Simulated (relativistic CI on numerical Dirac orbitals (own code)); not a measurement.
# Judd-Ofelt analysis for Pm4+

Calculated at this level of theory: Dirac-Coulomb-Breit CI, KLI orbitals optimised for each configuration, model QED (radiative potential, 1s self-energy scaled to tabulated hydrogen-like ionisation energies), unscaled Slater integrals (own radial code, finite nucleus).

Configuration 4f³ alone, in intermediate coupling. Take Ω₂ = 5.19, Ω₄ = 1.66, Ω₆ = 4.16 (10⁻²⁰ cm²) and refractive index n = 1.58 as given. A_ED = 64π⁴e²ν³ n(n² + 2)²/[27h(2J + 1)] Σ Ω_λ |U^λ|², in Gaussian units with ν in cm⁻¹, and A_MD is n³ times the free-ion magnetic-dipole rate; a dash marks a rate that is forbidden or under 2 % of the level's free-ion decay.

Emitting level ²G°7/2 at 23999 cm⁻¹ (radiative decay alone: multiphonon quenching in a host is left out, and the level can lie too high or too low):

| To | ν (cm⁻¹) | U² squared | U⁴ squared | U⁶ squared | Free-ion A(M1) (s⁻¹) |
| --- | --- | --- | --- | --- | --- |
| ⁴I°9/2 | 23999 | 0.0262 | 0.0694 | 0.0011 | 0.0871 |
| ⁴I°11/2 | 21649 | 0.1007 | 0.0958 | 0.0752 | - |
| ⁴I°13/2 | 19141 | 0.0000 | 0.0059 | 0.0083 | - |
| ⁴I°15/2 | 16530 | 0.0000 | 0.0023 | 0.1061 | - |
| ²H°9/2 | 6914 | 0.0351 | 0.0013 | 0.4850 | 0.509 |
| ⁴F°3/2 | 6794 | 0.0257 | 0.0081 | 0.0000 | - |
| ⁴F°5/2 | 5524 | 0.0966 | 0.0120 | 0.0253 | 0.691 |
| ⁴S°3/2 | 4440 | 0.0001 | 0.0112 | 0.0000 | - |
| ⁴F°7/2 | 4409 | 0.0365 | 0.0187 | 0.0163 | 0.37 |
| ⁴F°9/2 | 3069 | 0.0128 | 0.0481 | 0.1160 | - |
| ²H°11/2 | 2912 | 0.0069 | 0.0038 | 0.4566 | - |

Question: Give the rates, branching ratios and the radiative lifetime.

Answer: The rates are:

```tsv
To	λ (nm)	A_ED (s⁻¹)	A_MD (s⁻¹)	β (%)
⁴I°9/2	417	1140	0.343	20.9
⁴I°11/2	462	3240	0	59.6
⁴I°13/2	522	99.8	0	1.8
⁴I°15/2	605	645	0	11.9
²H°9/2	1446	234	2.01	4.3
⁴F°3/2	1472	14.8	0	0.3
⁴F°5/2	1810	33.9	2.73	0.7
⁴S°3/2	2252	0.533	0	0.0
⁴F°7/2	2268	7.93	1.46	0.2
⁴F°9/2	3258	5.84	0	0.1
²H°11/2	3435	15.4	0	0.3
```

τ_rad = 1.84e-04 s. Computed level positions enter as ν³, so measured ones would change the rates. For the strongest line (462 nm) and an assumed effective width Δλ = 6.4 nm (300 cm⁻¹), the Füchtbauer-Ladenburg formula σ = λ⁴A/(8πcn²Δλ) gives a peak emission cross-section of 1.2 × 10⁻²⁰ cm².
